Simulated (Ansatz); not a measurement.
CH₄OTe, SMILES `OC[TeH]`, 7 atoms. Charge 0, multiplicity 1. Correlated methods include outer-core shells of Te, which these sets cover unevenly. Te: def2 effective core potential. All runs use 2 threads of an Arm Neoverse V1 on a shared host. Correlated methods freeze the cores.

**Question.** Give the basis size and wall time and peak host memory of each of these runs in Ansatz. RKS PBE0-D4/def2-QZVPP energy; RHF-CCSD(T)/def2-TZVPP energy; RHF-CCSD(T)/def2-SVP energy; RKS PBE0-D4/def2-TZVP frequencies; RKS ωB97M-V/def2-QZVPP energy; RHF-MP2/def2-QZVPP energy; RKS PBE0-D4/def2-SVP energy; direct RPA on PBE orbitals/def2-TZVPP energy; RKS ωB97M-V/def2-SVP energy; RKS ωB97X-V/def2-TZVPP energy; RKS B3LYP-D4/def2-TZVPP energy and forces; RKS B97M-V/def2-TZVPP energy. (An estimate is asked.)

**Answer.** Ansatz gave: Other jobs shared the machine, so times are rough.

```
                                level                job  functions  wall time  peak host memory (GiB)
                 RKS PBE0-D4/def2-SVP             energy         74      1.3 s                    0.33
              RKS B3LYP-D4/def2-TZVPP  energy and forces        168      2.9 s                    0.33
                 RHF-CCSD(T)/def2-SVP             energy         74      2.9 s                    0.33
direct RPA on PBE orbitals/def2-TZVPP             energy        168      4.6 s                    0.33
               RKS PBE0-D4/def2-QZVPP             energy        316      5.5 s                    0.69
                 RKS ωB97M-V/def2-SVP             energy         74      5.5 s                    0.33
               RKS ωB97X-V/def2-TZVPP             energy        168        7 s                    0.41
                RKS B97M-V/def2-TZVPP             energy        168      8.5 s                    0.23
                   RHF-MP2/def2-QZVPP             energy        316       13 s                     1.1
               RKS ωB97M-V/def2-QZVPP             energy        316       19 s                       1
               RHF-CCSD(T)/def2-TZVPP             energy        168       60 s                     1.6
                RKS PBE0-D4/def2-TZVP        frequencies        136       73 s                    0.33
```

B3LYP here is the variant with VWN-RPA as its local correlation; programs differ in this.
